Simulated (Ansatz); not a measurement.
Harmonic frequencies (cm⁻¹) at PBE0-D4/def2-TZVP from Ansatz: 212, 314, 602, 879, 1188, 3234.

Problem. Which molecule is it?
A. `F[CH]F`•
B. `Cl[CH]I`•
C. `[F][SnH][F]`•
D. `[O][AlH][Cl]`•

Solution. B.
